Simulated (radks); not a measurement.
Q: Ionisation ladder of cobalt, from Co9+ to Co11+. Each ion is in the ground configuration listed by NIST, and IE = E(next ion) - E(this ion). Method: non-relativistic Kohn-Sham, SCAN, spin-polarised, spherical densities, point nucleus; open shells are filled with parallel spins first; meta-GGA in the generalised Kohn-Sham scheme; computed with a radial shooting solver on a logarithmic mesh with Libxc functionals.

| species | configuration | IE, Delta-SCF (eV) | -e(HOMO) (eV) | HOMO | <r> HOMO (bohr) |
|---|---|---|---|---|---|
| Co9+ | [Ar] | 276.26 | 261.83 | 3p | 0.717 |
| Co10+ | [Ne] 3s2 3p5 | 305.27 | 290.76 | 3p down | 0.704 |
| Co11+ | [Ne] 3s2 3p4 | ? | 319.76 | 3p down | 0.692 |

Estimate the withheld Delta-SCF values.

A: Co11+: 334.08 eV (NIST 336.1).
